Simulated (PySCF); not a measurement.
# What a mistake does to a calculation on AlB2CH4 cation

Calculated results; nothing here was measured. They come from PySCF 2.14.0, an open-source quantum chemistry program, on an isolated molecule that a program drew, which may never have been made. The molecule is AlB2CH4 cation (charge +1, singlet), drawn as the SMILES string `B=[C]([BH+])[AlH2]`.

Each row is a Hartree-Fock (HF) and frozen-core CCSD(T) single point in the cc-pV(D+d)Z basis, meant for a local HF minimum. Run 1 is clean. Each other run has one planted mistake out of seven kinds, and not every kind appears here: one electron removed, one electron added, multiplicity raised by two, geometry at a saddle point, minimal basis STO-3G, one bond length entered in bohr, all coordinates scaled. The reference is restricted for singlets and unrestricted otherwise, and also for a bond in bohr. Adding or removing an electron swaps singlet and doublet. Electrons count all cores. HOMO and LUMO are orbital energies over both spins, the gradient is its largest component, and the lowest frequency (negative if imaginary) is given only where the gradient is small. Bond lengths are over the 7 bonds as drawn. T1 is the CCSD diagnostic: over 0.02 (restricted) or 0.045 (unrestricted) a single reference is doubtful.

Geometry of the clean run:
```xyz
8
AlB2CH4 cation, angstrom
B    -0.4530    0.4771    0.2153
C     0.3298   -0.1194   -0.7778
B     1.4653    0.4744   -1.3368
Al   -0.2206   -1.9750   -1.4538
H    -1.1311    0.9472    1.0479
H     2.4219    0.9426   -1.8266
H    -1.4978   -2.5189   -0.7502
H     0.7331   -2.5228   -2.5551
```

```
run,electrons,basis functions,<S^2>,HOMO (eV),LUMO (eV),gradient (hartree/bohr),lowest frequency (cm^-1),mean bond (Å),longest bond (Å),T1,HF (hartree),CCSD(T) (hartree),mistake
1,32,85,0.000,-16.20,-3.73,3.5e-05,139,1.4719,2.050,0.0165,-331.19128,-331.56536,no fault
2,32,85,2.015,-12.16,-6.75,6.1e-02,-,1.4719,2.050,0.0159,-331.06331,-331.40438,multiplicity raised by two
3,32,85,0.000,-15.53,-3.77,2.6e-02,-,1.5411,2.147,0.0184,-331.17666,-331.55689,all coordinates scaled
4,31,85,0.755,-21.12,-13.57,5.9e-02,-,1.4719,2.050,0.0153,-330.64981,-330.97037,one electron removed
5,33,85,0.865,-5.68,1.05,3.5e-02,-,1.4719,2.050,0.0255,-331.36299,-331.75320,one electron added
6,32,28,0.000,-14.58,-0.81,3.4e-02,-,1.4719,2.050,0.0199,-327.24570,-327.46087,?
```

**Which mistake was planted in run 6, and what did it cost?**

It has 28 basis functions where the clean run has 85, with the same electrons and geometry. So the mistake is: minimal basis STO-3G. Subtracting run 1 and multiplying by 627.51 kcal/mol a hartree, the energy moved by 2475.9 kcal/mol in HF and 2575.6 kcal/mol in CCSD(T).

